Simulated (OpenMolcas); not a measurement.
Pd2+ (d8) among equal point charges was computed by CASSCF with the d shell active (OpenMolcas, ANO-RCC-VDZP on the metal). Its lowest spin-free states, and all those of the highest spin:

```json
{"2S+1": "3", "Degeneracy": "1", "E (cm-1)": "0.0"}
{"2S+1": "3", "Degeneracy": "3", "E (cm-1)": "13922"}
{"2S+1": "1", "Degeneracy": "2", "E (cm-1)": "15345"}
{"2S+1": "3", "Degeneracy": "3", "E (cm-1)": "21821"}
{"2S+1": "1", "Degeneracy": "1", "E (cm-1)": "26165"}
{"2S+1": "1", "Degeneracy": "3", "E (cm-1)": "27924"}
{"2S+1": "1", "Degeneracy": "3", "E (cm-1)": "32247"}
{"2S+1": "3", "Degeneracy": "3", "E (cm-1)": "34162"}
{"2S+1": "1", "Degeneracy": "2", "E (cm-1)": "43433"}
{"2S+1": "1", "Degeneracy": "3", "E (cm-1)": "43704"}
{"2S+1": "1", "Degeneracy": "1", "E (cm-1)": "66340"}
```

Problem. Is the site octahedral, tetrahedral or cube-like, axial, or of lower symmetry?

Solution. The states with 2S+1 = 3 have orbital degeneracies 1, 3, 3, 3. Threefold states need a cubic site. For d8 at this spin an octahedron puts the single A2 below the threefold T2 and a tetrahedron or cube puts the threefold T1 below the threefold T2, so the site is octahedral. The first gap at this spin, 13900 cm-1, is |10Dq| in ligand-field theory. The run had Pd2+ among 6 point charges of -1.7 e arranged as an octahedron (Oh), 1.78 Å from the ion. The active orbitals were held to one l.

Without dynamic correlation the repulsion within the d shell is too large (B by tens of per cent), so at a given field states of lower spin stand too high. Real 4d8 and 5d8 ions are as a rule square planar and diamagnetic. Point charges carry no covalency, so the field is a model and not that of real ligands. No measured value stands beside these numbers.
